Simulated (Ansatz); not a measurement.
Relaxation of CH$_{9}$BN$_{2}$ (13 atoms, charge 0, multiplicity 1), to a largest force component of 0.03 eV/Å in at most 50 steps.

Level of theory: RHF/6-31G* in Ansatz 0.2.0.

```xyz
13
Properties=species:S:1:pos:R:3:forces:R:3
B 0.019 0.565 -0.229 -0.26 2.24 0.89
N -0.198 -0.402 2.340 -0.17 0.94 0.06
H -0.990 -0.746 2.852 0.00 0.01 -0.02
H 0.611 -0.544 2.917 0.00 0.01 -0.02
H 1.104 0.089 -0.298 0.01 0.00 -0.02
H -0.946 0.046 -0.692 0.02 0.01 0.01
N -0.128 1.905 0.357 0.28 -2.00 -1.21
H -1.013 2.360 0.303 0.01 -0.03 0.01
C 0.943 2.726 0.873 -0.03 0.03 -0.01
H 1.850 2.138 0.912 0.03 0.02 -0.02
H 1.131 3.599 0.251 0.00 -0.03 0.01
H 0.730 3.077 1.880 0.01 0.02 0.00
H -0.319 0.608 2.211 0.10 -1.22 0.33
```

Question: Where does it end, and by what steps?

Answer: The run converged. The force dipped under the threshold on the way, but the program's further checks kept it going. After 23 steps the energy has fallen by 0.238 eV; N2 moved furthest, 0.68 Å.

| step | energy less start (eV) | largest force component (eV/Å) | accepted |
| --- | --- | --- | --- |
| 0 | 0.0000 | 2.241 | yes |
| 1 | -0.1688 | 1.125 | yes |
| 2 | -0.2186 | 0.258 | yes |
| 3 | -0.1932 | 0.833 | no |
| 4 | -0.2262 | 0.070 | yes |
| 5 | -0.2309 | 0.111 | yes |
| 6 | -0.2328 | 0.152 | yes |
| 7 | -0.2314 | 0.158 | no |
| 8 | -0.2336 | 0.017 | yes |
| 9 | -0.2342 | 0.024 | yes |
| 10 | -0.2290 | 0.448 | no |
| 11 | -0.2347 | 0.091 | yes |
| 12 | -0.2347 | 0.138 | yes |
| 13 | -0.2355 | 0.106 | yes |
| 14 | -0.2347 | 0.076 | no |
| 15 | -0.2361 | 0.040 | yes |
| 16 | -0.2368 | 0.036 | yes |
| 17 | -0.2327 | 0.475 | no |
| 18 | -0.2368 | 0.046 | no |
| 19 | -0.2368 | 0.017 | yes |
| 20 | -0.2376 | 0.037 | yes |
| 21 | -0.2361 | 0.327 | no |
| 22 | -0.2362 | 0.187 | no |
| 23 | -0.2380 | 0.010 | yes |

```xyz
13
Properties=species:S:1:pos:R:3
B 0.108 0.819 -0.589
N -0.330 -0.778 2.894
H -1.168 -0.819 3.443
H 0.438 -0.687 3.531
H 1.203 0.383 -0.766
H -0.856 0.284 -1.041
N -0.055 1.981 0.158
H -0.973 2.354 0.272
C 0.988 2.797 0.742
H 1.944 2.315 0.590
H 1.027 3.782 0.284
H 0.838 2.929 1.809
H -0.369 0.061 2.348
```

Whether the end is a true minimum wasn't checked by a vibrational analysis.

Time of the run: 32 s on 1 thread of Arm Neoverse V2, with other jobs on the host, peak memory 0.14 GiB.
